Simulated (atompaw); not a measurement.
Pseudopotential generation for Yb (Z = 70): PAW (atompaw), PBE, scalar-relativistic.

The input file (atompaw 4.2.0.5):

```
Yb 70
GGA-PBE scalarrelativistic loggrid 2001 logderivrange -6 5 276
6 6 5 4 0 0
6 1 0
5 2 0
0 0 0
c
c
c
c
v
v
c
c
c
v
v
c
c
v
v
3
3.00 2.50 2.35 2.15
n
n
y
0.5
n
y
0.45
n
custom rrkj gramschmidtortho sinc
4 0.5 troulliermartins
1.65
2.15
2.15
3.00
3.00
3.00
0.70
0.70
PWSCFOUT
UPFDX 0.0125d0 UPFXMIN -7.d0 UPFZMESH 70.d0
END
```

Command:

```bash
atompaw < Yb.input > Yb.log
```

Output (summary file):

```
[... start of the log left out ...]
         rc =    3.0029675806369642
        irc =         1519
   rc_shape =    2.5156622668241897
    rc_vloc =    2.3500436447757203
    rc_core =    2.1509309685352718
   Vloc: Norm-conserving Troullier-Martins with l= 4;e=   5.0000E-01
   Projector type: RRKJ pseudization + Gram-Schmidt ortho.
   Sinc^2 compensation charge shape zeroed at   2.5157E+00

 Number of basis functions     8
 No.   n  nodes  l      Energy         Cp coeff         Occ
  1    5    4    0   -0.4037174E+01  0.1000000E+01  0.2000000E+01
  2    6    5    0   -0.2881337E+00 -0.1890004E-01  0.2000000E+01
  3    5    3    1   -0.2015766E+01  0.1000000E+01  0.6000000E+01
  4    6    4    1   -0.8134274E-01  0.1180155E+01  0.0000000E+00
  5    5    2    2   -0.4909328E-01  0.1000000E+01  0.0000000E+00
  6  999    3    2    0.5000000E+00  0.6194650E+03  0.0000000E+00
  7    4    0    3   -0.2217877E+00  0.1000000E+01  0.1400000E+02
  8  999    1    3    0.4500000E+00  0.7570399E-03  0.0000000E+00

 Eigenvalues of overlap operator (in the basis of projectors):
    1       -3.56239642E-01
    2        5.91618505E-01
    3        1.44312462E+00
    4        4.10011701E+00
    5        1.10776535E+01
    6        2.27359768E+01
    7        3.46068344E+03
    8        9.57751400E+03

The overlap operator has at least one negative eigenvalue!
It might be not positive definite...
Program is stopping.
This probably means that your projectors are too similar
or that your PAW basis is incomplete.
Advice: try to change your input parameters (f.i. : reference energies).
```

The run stopped because the overlap operator built from these waves and projectors is not positive definite.

The run took about 42 s on one core of a shared server CPU.
